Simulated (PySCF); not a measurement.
**Where the electron goes**

Species: C₆H₆FP.
Z-matrix (Å and degrees, GFN2-xTB geometry), rows numbered from 1:
```
C 
C   1  1.5013
C   2  1.3823  1  118.69
C   3  1.3824  2  123.15  1  -179.96
F   4  1.3536  3  117.50  2   179.97
C   4  1.3836  3  124.87  2    -0.02
C   6  1.3771  4  121.52  3     0.01
P   7  1.7341  6  125.90  4     0.00
H   1  1.0897  2  110.51  3   -59.51
H   1  1.0897  2  110.50  3    59.63
H   1  1.0879  2  110.80  3  -179.95
H   3  1.0824  2  119.25  1     0.01
H   6  1.0809  4  118.07  3   179.97
H   7  1.0827  6  118.00  4   180.00
```

Level of theory: TDDFT B3LYP/def2-SVPD, vertical, gas phase, core orbitals frozen in the response in PySCF.

Kohn–Sham orbitals with the atoms that hold most of them (Löwdin shares over 4%, at most four atoms; ? is withheld):

```tsv
orbital	ε (eV)	atoms
LUMO+2	0.48	C1 25%, C3 10%, P8 8%, H9 8%
LUMO+1	-1.24	C2 21%, C6 18%, C3 16%, C7 16%
LUMO	-1.59	?
HOMO	?	P8 31%, C2 16%, C4 15%, C7 12%
HOMO-1	-7.64	C3 24%, C7 20%, C2 16%, C6 16%
HOMO-2	-7.67	P8 65%, C2 12%, C7 11%
HOMO-3	-9.24	C7 18%, C2 16%, P8 16%, C1 12%
```

(1) Which atoms hold the LUMO, and with what shares?

(2) What is the HOMO energy, and the HOMO–LUMO gap?

Answers

(1) P8 (bonded to 2 C) 33%; C7 (bonded to C, P and H) 18%; C4 (bonded to 2 C and F) 17%; C2 (bonded to 2 C and P) 13%. By element: carbon 48% or more, phosphorus 33%.

(2) ε(HOMO) = -6.76 eV; the gap is 5.17 eV (0.1901 hartree).

Q: How does S1 compare with the orbital gap of 5.17 eV?

A: S1 is at 4.62 eV (f = 0.019), 0.55 eV below the gap, made of HOMO→LUMO+1 (59%), HOMO-1→LUMO (28%), HOMO→LUMO (11%). Its leading pair isn't HOMO and LUMO; the energies of that pair differ by 5.53 eV. Without the coupling terms of the response equations the lowest excitation would equal the gap.

Next come S2 at 5.05 eV (f 0.104), HOMO→LUMO (76%), HOMO→LUMO+1 (11%), HOMO-1→LUMO+1 (9%); S3 at 5.12 eV (f 0.014), HOMO-2→LUMO (95%); S4 at 5.28 eV (f 0.0015), HOMO-2→LUMO+1 (95%); S5 at 5.91 eV (f 0.297), HOMO-1→LUMO (66%), HOMO→LUMO+1 (25%).
